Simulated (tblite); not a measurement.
Compound: C₇H₁₁BrO₂.
Numbering: `[CH3:1][O:2][C@@H:3]1[CH2:4][CH2:5][C@@:6]1([CH3:7])[C:8](=[O:9])[Br:10]` (hydrogens: H11, H12, H13 on C1; H14 on C3; H15, H16 on C4; H17, H18 on C5; H19, H20, H21 on C7)

Computed with GFN2-xTB (tblite), gas phase: L-BFGS steps from a force-field or distance-geometry start until the largest atomic force falls under 0.01 eV/Å.

Step 5: E = -892.3034 eV
```
atom  x, y, z in Å  |  force x, y, z in eV/Å
C1      2.6326   -0.0358   -0.8477    0.020  -0.102  -0.043
O2      1.4461   -0.7211   -0.5326    0.076   0.008   0.034
C3      0.6243    0.0854    0.2393   -0.157   0.149  -0.160
C4      0.1995   -0.3712    1.6347    0.141   0.099   0.144
C5     -1.1408    0.3044    1.3536   -0.233   0.176  -0.209
C6     -0.8855    0.1341   -0.1533   -0.002   0.075  -0.196
C7     -1.4260   -1.2081   -0.6095   -0.241  -0.267  -0.103
C8     -1.3396    1.1401   -1.1505   -0.032   0.312   0.102
O9     -1.7896    0.9939   -2.2312    0.165  -0.066   0.167
Br10   -1.1854    3.0602   -0.5295    0.136  -0.314   0.025
H11     3.2528   -0.6972   -1.4396    0.065  -0.095  -0.082
H12     3.1452    0.2426    0.0754    0.247   0.034  -0.029
H13     2.3848    0.8644   -1.4127    0.205   0.128  -0.172
H14     1.0253    1.1002    0.3128   -0.093   0.129  -0.148
H15     0.1501   -1.4518    1.6386   -0.045  -0.117   0.310
H16     0.7850    0.0073    2.4716   -0.068  -0.121  -0.041
H17    -1.0909    1.3545    1.6101   -0.162   0.151   0.282
H18    -2.0616   -0.1485    1.6949   -0.055  -0.061   0.253
H19    -1.0021   -1.5631   -1.5399    0.120   0.195  -0.190
H20    -1.2312   -1.9609    0.1365    0.054  -0.206   0.178
H21    -2.5017   -1.1124   -0.7215   -0.142  -0.107  -0.121
```

Step 6: E = -892.3428 eV
```
atom  x, y, z in Å  |  force x, y, z in eV/Å
C1      2.6371   -0.0373   -0.8506    0.106  -0.003  -0.058
O2      1.4478   -0.7205   -0.5300    0.138   0.086  -0.019
C3      0.6160    0.0850    0.2367   -0.017   0.094  -0.087
C4      0.2020   -0.3658    1.6441   -0.039   0.086  -0.016
C5     -1.1483    0.3074    1.3563   -0.148   0.173  -0.130
C6     -0.8919    0.1342   -0.1598   -0.172   0.015   0.074
C7     -1.4365   -1.2114   -0.6138   -0.108  -0.203  -0.038
C8     -1.3497    1.1430   -1.1625    0.259   0.202   0.558
O9     -1.7887    0.9989   -2.2435    0.006  -0.089  -0.112
Br10   -1.1735    3.0459   -0.5217    0.100  -0.215  -0.012
H11     3.2578   -0.7001   -1.4471   -0.026  -0.067   0.007
H12     3.1637    0.2468    0.0689    0.120  -0.038  -0.122
H13     2.4082    0.8698   -1.4241    0.122  -0.039  -0.052
H14     1.0173    1.0989    0.2952   -0.093   0.186  -0.079
H15     0.1484   -1.4496    1.6596   -0.051  -0.019   0.230
H16     0.7935   -0.0013    2.4894   -0.175  -0.045  -0.229
H17    -1.1067    1.3583    1.6303   -0.125   0.017   0.146
H18    -2.0699   -0.1462    1.7115    0.097  -0.045   0.127
H19    -0.9941   -1.5528   -1.5415    0.034   0.152  -0.190
H20    -1.2263   -1.9650    0.1322   -0.024  -0.121   0.100
H21    -2.5151   -1.1214   -0.7301   -0.006  -0.126  -0.098
```

Step 7: E = -892.3637 eV
```
atom  x, y, z in Å  |  force x, y, z in eV/Å
C1      2.6413   -0.0379   -0.8533    0.134   0.050  -0.056
O2      1.4506   -0.7186   -0.5285    0.127   0.131  -0.039
C3      0.6112    0.0868    0.2334    0.043   0.034  -0.023
C4      0.2014   -0.3621    1.6469   -0.144   0.062  -0.110
C5     -1.1546    0.3119    1.3552   -0.063   0.076   0.007
C6     -0.8979    0.1336   -0.1628   -0.207  -0.035   0.209
C7     -1.4432   -1.2170   -0.6168    0.008  -0.091   0.007
C8     -1.3522    1.1491   -1.1624    0.270   0.035   0.499
O9     -1.7856    1.0002   -2.2465    0.002  -0.044  -0.078
Br10   -1.1654    3.0337   -0.5181    0.088  -0.113  -0.014
H11     3.2602   -0.7033   -1.4511   -0.058  -0.060   0.037
H12     3.1758    0.2483    0.0636    0.063  -0.065  -0.153
H13     2.4226    0.8721   -1.4312    0.079  -0.112   0.001
H14     1.0114    1.1021    0.2848   -0.104   0.171  -0.046
H15     0.1465   -1.4487    1.6750   -0.063   0.075   0.148
H16     0.7951   -0.0060    2.4949   -0.190   0.031  -0.271
H17    -1.1172    1.3615    1.6439   -0.105  -0.045   0.052
H18    -2.0726   -0.1461    1.7228    0.156  -0.024   0.045
H19    -0.9893   -1.5443   -1.5462   -0.031   0.113  -0.126
H20    -1.2241   -1.9700    0.1325   -0.072  -0.043  -0.008
H21    -2.5229   -1.1283   -0.7366    0.067  -0.146  -0.083
```

Question: Estimate the geometry and energy of step 8. (The exact step hangs on the optimiser's Hessian estimate; all steps are aligned on step 7, rigid shifts and turns removed.)

Answer: E = -892.3833 eV, largest force 0.321 eV/Å
```
atom  x, y, z in Å  |  force x, y, z in eV/Å
C1      2.6477   -0.0377   -0.8568    0.114   0.067  -0.042
O2      1.4553   -0.7142   -0.5278    0.059   0.143  -0.040
C3      0.6074    0.0898    0.2294    0.054  -0.006   0.033
C4      0.1977   -0.3579    1.6464   -0.179   0.022  -0.152
C5     -1.1618    0.3174    1.3541    0.034  -0.045   0.151
C6     -0.9068    0.1318   -0.1623   -0.139  -0.074   0.251
C7     -1.4488   -1.2244   -0.6196    0.104   0.055   0.034
C8     -1.3507    1.1561   -1.1559    0.152  -0.165   0.230
O9     -1.7800    1.0007   -2.2447    0.055   0.021   0.067
Br10   -1.1562    3.0196   -0.5154    0.090   0.021   0.010
H11     3.2615   -0.7080   -1.4542   -0.058  -0.070   0.034
H12     3.1884    0.2484    0.0560    0.047  -0.065  -0.131
H13     2.4369    0.8724   -1.4379    0.046  -0.121   0.012
H14     1.0039    1.1091    0.2746   -0.122   0.107  -0.018
H15     0.1433   -1.4466    1.6922   -0.086   0.148   0.041
H16     0.7923   -0.0091    2.4940   -0.151   0.131  -0.228
H17    -1.1288    1.3644    1.6574   -0.085  -0.076  -0.035
H18    -2.0718   -0.1471    1.7342    0.138  -0.024  -0.007
H19    -0.9856   -1.5339   -1.5534   -0.083   0.071  -0.026
H20    -1.2238   -1.9761    0.1335   -0.099   0.016  -0.120
H21    -2.5289   -1.1377   -0.7443    0.110  -0.158  -0.066
```

The energy changes by -0.0196 eV. The first-order estimate −F·Δx gives -0.0281 eV and the mean of the old and new forces, exact on a quadratic surface, -0.0197 eV. The step makes an angle of 56° with the force vector and moves no atom by more than 0.018 Å.
